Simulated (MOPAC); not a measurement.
MOPAC input (PM3):

```
PM3 1SCF GEO-OK AUX(PRECISION=9) THREADS=1
F3Ga

Ga   -0.00000000 1   -0.00000000 1    0.00000000 1
F    -1.47532100 1   -0.91056700 1    0.00813000 1
F     0.01675000 1    1.61779300 1   -0.62308600 1
F     1.45857100 1   -0.70722600 1    0.61495600 1
```

From the output:

```
                                                       MOPAC v23.2.5 Linux

          FINAL HEAT OF FORMATION =       -199.78776 KCAL/MOL =    -835.91200 KJ/MOL

          COSMO AREA              =         93.10 SQUARE ANGSTROMS
          COSMO VOLUME            =         74.20 CUBIC ANGSTROMS

          IONIZATION POTENTIAL    =         15.332393 EV
          HOMO LUMO ENERGIES (EV) =        -15.332 -3.541
          NO. OF FILLED LEVELS    =         12
          MOLECULAR WEIGHT        =        126.7302         POINT GROUP:  D3h

          MOLECULAR DIMENSIONS (Angstroms)

            Atom       Atom       Distance
            F     3    F     2     3.00288
            F     4    F     3     2.60057
            F     4    F     3     0.00000

          SCF CALCULATIONS        =          1

   ATOM   CHEMICAL          X               Y               Z
  NUMBER   SYMBOL      (ANGSTROMS)     (ANGSTROMS)     (ANGSTROMS)

     1      Ga         -0.00000000  *  -0.00000000  *   0.00000000  *
     2       F         -1.47532100  *  -0.91056700  *   0.00813000  *
     3       F          0.01675000  *   1.61779300  *  -0.62308600  *
     4       F          1.45857100  *  -0.70722600  *   0.61495600  *

                             CARTESIAN COORDINATES

   1   Ga       -0.000000000    -0.000000000     0.000000000
   2    F       -1.475321000    -0.910567000     0.008130000
   3    F        0.016750000     1.617793000    -0.623086000
   4    F        1.458571000    -0.707226000     0.614956000

           Empirical Formula: Ga F3  =     4 atoms

      MOLECULAR POINT GROUP   :   D3h

                  EIGENVALUES
 -23.55599 -19.25667 -19.25667 -16.48599 -16.43117 -15.92519 -15.92518 -15.77535
 -15.66823 -15.66822 -15.33239 -15.33239  -3.54146  -2.64359  -1.82456  -1.82456

              NET ATOMIC CHARGES AND DIPOLE CONTRIBUTIONS

  ATOM NO.   TYPE          CHARGE      No. of ELECS.   s-Pop       p-Pop
    1         Ga           1.095314        1.9047     0.95392     0.95076
    2          F          -0.365105        7.3651     1.62569     5.73941
    3          F          -0.365105        7.3651     1.62569     5.73941
    4          F          -0.365105        7.3651     1.62569     5.73941
 DIPOLE           X         Y         Z       TOTAL
 POINT-CHG.     0.000    -0.000     0.000     0.000
 HYBRID        -0.000     0.000    -0.000     0.000
 SUM            0.000    -0.000     0.000     0.000

          ATOMIC ORBITAL ELECTRON POPULATIONS

     Atom    s        px        py        pz
    1 Ga   0.95392   0.37337   0.35782   0.21957
    2  F   1.62569   1.86998   1.92666   1.94277
    3  F   1.62569   1.96519   1.84844   1.92579
    4  F   1.62569   1.87213   1.94105   1.92623

 **********************
 *                    *
 * JOB ENDED NORMALLY *
 *                    *
 **********************

 == MOPAC DONE ==
```

The geometry given is a B3LYP-D3(BJ)/def2-TZVP minimum.
